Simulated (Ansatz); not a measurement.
# Molecular dynamics of F4Zr

input.yaml

```yaml
crystal:
  periodic: [false, false, false]
  atoms:
    - { symbol: Zr, position_ang: [0.000416, 0.0, 0.000431] }
    - { symbol: F, position_ang: [0.000119, 0.0, 1.895701] }
    - { symbol: F, position_ang: [1.787364, 0.0, -0.631153] }
    - { symbol: F, position_ang: [-0.893, 1.547435, -0.63144] }
    - { symbol: F, position_ang: [-0.893, -1.547435, -0.63144] }
basis:
  gaussian: { orbitals: def2-SVP }
hamiltonian:
  xc: pbe0
  dispersion: d4
md:
  timestep: 1.0
  n_steps: 166
  ensemble: nvt_nose_hoover
  temperature: 1500.0
  initial_velocities: maxwell_boltzmann
  seed: 781361
  nose_hoover: { tau: 100.0, chain_length: 1 }
```

Command:

```bash
$ ansatz run input.yaml --threads 2 --pin off --max-ram 3072MiB --backend cpu --events-out ev --progress --plain --runs-dir out
```

It starts from a relaxed structure.

Output, in part (step lines, the closing report, with atoms numbered from 0):

```
md step     0: t =     0.00 fs  T =  1500.0 K  F+E_penalty+E_count = -12138.03090276 eV  E_kin = 0.581670 eV  conserved = -12137.44923277 eV  (26 SCF iters)
[... lines left out ...]
Total energy: -12137.35993498 eV, -446.0397506124 hartree
Atom 0 at     0.081994     0.091877    -0.009076 Å, force    -2.008361    -2.037891     2.259131 eV/Å
Atom 1 at    -0.258482    -0.300648     1.979476 Å, force     0.980577     1.138555    -2.816944 eV/Å
Atom 2 at     1.826543    -0.121079    -0.796022 Å, force    -0.696896     0.287862     0.430816 eV/Å
Atom 3 at    -1.039899     1.482617    -0.730861 Å, force     0.855652    -0.539011     0.388391 eV/Å
Atom 4 at    -0.918382    -1.502045    -0.405278 Å, force     0.869028     1.150485    -0.261394 eV/Å
Dipole moment:     0.333748     0.379305    -0.117703 e Å
```

The steps, from the saved trajectory:

```json
{"time (fs)": "0", "T (K)": "1500", "potential energy less start (eV)": "0.000", "conserved less start (meV/atom)": "0.00"}
{"time (fs)": "5", "T (K)": "1236", "potential energy less start (eV)": "0.103", "conserved less start (meV/atom)": "0.10"}
{"time (fs)": "10", "T (K)": "796", "potential energy less start (eV)": "0.274", "conserved less start (meV/atom)": "0.19"}
{"time (fs)": "15", "T (K)": "614", "potential energy less start (eV)": "0.346", "conserved less start (meV/atom)": "0.21"}
{"time (fs)": "20", "T (K)": "781", "potential energy less start (eV)": "0.282", "conserved less start (meV/atom)": "0.16"}
{"time (fs)": "25", "T (K)": "1041", "potential energy less start (eV)": "0.184", "conserved less start (meV/atom)": "0.06"}
{"time (fs)": "30", "T (K)": "960", "potential energy less start (eV)": "0.220", "conserved less start (meV/atom)": "0.02"}
{"time (fs)": "35", "T (K)": "428", "potential energy less start (eV)": "0.430", "conserved less start (meV/atom)": "0.17"}
{"time (fs)": "40", "T (K)": "142", "potential energy less start (eV)": "0.542", "conserved less start (meV/atom)": "0.27"}
{"time (fs)": "45", "T (K)": "476", "potential energy less start (eV)": "0.415", "conserved less start (meV/atom)": "0.09"}
{"time (fs)": "50", "T (K)": "711", "potential energy less start (eV)": "0.329", "conserved less start (meV/atom)": "0.04"}
{"time (fs)": "55", "T (K)": "510", "potential energy less start (eV)": "0.414", "conserved less start (meV/atom)": "0.13"}
{"time (fs)": "60", "T (K)": "221", "potential energy less start (eV)": "0.530", "conserved less start (meV/atom)": "0.21"}
{"time (fs)": "65", "T (K)": "208", "potential energy less start (eV)": "0.538", "conserved less start (meV/atom)": "0.23"}
{"time (fs)": "70", "T (K)": "565", "potential energy less start (eV)": "0.404", "conserved less start (meV/atom)": "0.18"}
{"time (fs)": "75", "T (K)": "1079", "potential energy less start (eV)": "0.217", "conserved less start (meV/atom)": "0.08"}
{"time (fs)": "80", "T (K)": "1293", "potential energy less start (eV)": "0.154", "conserved less start (meV/atom)": "0.03"}
{"time (fs)": "85", "T (K)": "1029", "potential energy less start (eV)": "0.278", "conserved less start (meV/atom)": "0.20"}
{"time (fs)": "90", "T (K)": "1008", "potential energy less start (eV)": "0.303", "conserved less start (meV/atom)": "0.28"}
{"time (fs)": "95", "T (K)": "1552", "potential energy less start (eV)": "0.113", "conserved less start (meV/atom)": "0.07"}
{"time (fs)": "100", "T (K)": "1814", "potential energy less start (eV)": "0.043", "conserved less start (meV/atom)": "0.04"}
{"time (fs)": "105", "T (K)": "1483", "potential energy less start (eV)": "0.201", "conserved less start (meV/atom)": "0.15"}
{"time (fs)": "110", "T (K)": "1003", "potential energy less start (eV)": "0.409", "conserved less start (meV/atom)": "0.25"}
{"time (fs)": "115", "T (K)": "826", "potential energy less start (eV)": "0.494", "conserved less start (meV/atom)": "0.27"}
{"time (fs)": "120", "T (K)": "1092", "potential energy less start (eV)": "0.408", "conserved less start (meV/atom)": "0.21"}
{"time (fs)": "125", "T (K)": "1494", "potential energy less start (eV)": "0.277", "conserved less start (meV/atom)": "0.06"}
{"time (fs)": "130", "T (K)": "1343", "potential energy less start (eV)": "0.365", "conserved less start (meV/atom)": "0.01"}
{"time (fs)": "135", "T (K)": "541", "potential energy less start (eV)": "0.696", "conserved less start (meV/atom)": "0.33"}
{"time (fs)": "140", "T (K)": "405", "potential energy less start (eV)": "0.757", "conserved less start (meV/atom)": "0.32"}
{"time (fs)": "145", "T (K)": "992", "potential energy less start (eV)": "0.543", "conserved less start (meV/atom)": "0.02"}
{"time (fs)": "150", "T (K)": "1004", "potential energy less start (eV)": "0.564", "conserved less start (meV/atom)": "0.13"}
{"time (fs)": "155", "T (K)": "563", "potential energy less start (eV)": "0.754", "conserved less start (meV/atom)": "0.30"}
{"time (fs)": "160", "T (K)": "376", "potential energy less start (eV)": "0.838", "conserved less start (meV/atom)": "0.35"}
{"time (fs)": "165", "T (K)": "725", "potential energy less start (eV)": "0.716", "conserved less start (meV/atom)": "0.30"}
```

All steps were run. The conserved energy stayed within 0.42 meV per atom of its start (net change 0.29 meV per atom), so the integration is sound. The mean temperature of the second half is 32 % below the set value. A run of 0.17 ps of so small a system gives no equilibrium averages.

The same pairs are bonded in the first frame and the last. Pairs count as bonded within 1.25 times the sum of covalent radii (0.12 Å more for H–H).

Last frame:

```xyz
5
Properties=species:S:1:pos:R:3
Zr 0.082 0.092 -0.009
F -0.259 -0.301 1.980
F 1.827 -0.121 -0.796
F -1.040 1.483 -0.731
F -0.918 -1.502 -0.405
```

Run time: 3.1 min on 2 threads of Intel(R) Xeon(R) Platinum 8559C (Emerald Rapids), on a shared host, peak memory 0.2 GiB.
